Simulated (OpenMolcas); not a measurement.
**What dynamic correlation does to the levels of Mn3+**

```
Program             : OpenMolcas
Basis               : ANO-R2 [7s4p4d2f1g]
Scalar Hamiltonian  : X2C, finite nucleus
Active space        : 4 electrons in 5 orbitals (3d)
State averaging     : 2S+1 = 5 even, 5 roots; 2S+1 = 3 even, 45 roots (30 in the spin-orbit step); 2S+1 = 1 even, 50 roots (0 in the spin-orbit step)
Spin-orbit coupling : state interaction with AMFI integrals over the reference wave functions, term energies averaged over their components
```

Methods on the same reference wave functions:
A. CASSCF
B. SS-CASPT2, IPEA 0.25 Eh, imaginary shift 0.1 Eh (closed shells correlated: 3s 3p)

Energies in cm-1 above 3d4 5D0, the measured ground level; measured values from Corliss and Sugar, J. Phys. Chem. Ref. Data 6, 1253 (1977).

| Level | A | B | Measured |
| --- | --- | --- | --- |
| 3d4 5D0 | 0.0 | 0.0 | 0.0 |
| 3d4 5D1 | 100 | 102 | 99.0 |
| 3d4 5D2 | 296 | 300 | 287 |
| 3d4 5D3 | 579 | 584 | 552 |
| 3d4 5D4 | 939 | 942 | 886 |
| 3d4 3H4 | 23864 | 21750 | 21281 |
| 3d4 3H5 | 24042 | 21930 | 21475 |
| 3d4 3H6 | 24291 | 22190 | 21679 |
| 3d4 3P0 | 25767 | 21030 | 20654 |
| 3d4 3P1 | 26302 | 21560 | 21279 |
| 3d4 3P2 | 27375 | 22630 | 22325 |
| 3d4 3F2 | 27443 | 23270 | 22791 |
| 3d4 3F3 | 27491 | 23320 | 22862 |
| 3d4 3F4 | 27639 | 23480 | 22959 |

Deviations, from unrounded energies. A percentage is the sum of absolute deviations over the sum of measured energies, with the sign that they share, or ± where signs differ.

```json
{"Against measurement": "mean absolute deviation (cm-1)", "Levels": "13", "A": "2800", "B": "310"}
{"Against measurement": "fine structure of the ground term (%)", "Levels": "4", "A": "+5.0", "B": "+5.7"}
{"Against measurement": "other terms of the ground configuration (%)", "Levels": "9", "A": "+18.7", "B": "+2.0"}
```

B lies closest to measurement on these levels. The largest miss of B in the table is 3d4 3F4, by +520 cm-1. The ranking rests on the paired levels alone, and a cruder setting can come out closer through cancelling errors.

From A to B the spin-free energies of the other terms of 3d4 shown, above 5D, scale by factors of 0.82 to 0.91, as is usual when dynamic correlation screens the repulsion within a d or f shell.

The lowest spin-free term lies below A's lowest term by 0.373 hartree in B.

CASPT2 breaks the degeneracy within a term, and the mean is taken; among the terms shown or strongly mixed into the levels shown the widest spread is 110 cm-1 (3d4 3F, B). Some high roots are left out of the spin-orbit mixing, which shifts the levels that they would mix with. Without dynamic correlation excited terms often stand tens of per cent too high (terms of higher spin than the ground term too low), and those without a measured partner can miss by more than the paired ones (holds for A). Computed and measured levels are paired by configuration, term and J; levels that our copy of the source lacks, or whose pairing is in doubt (as where it misses far off the trend of its configuration), stay unpaired and out of the deviations. Levels of configurations outside the active space are missing. The table leaves out levels that lie high or whose names do not pair safely across all columns.
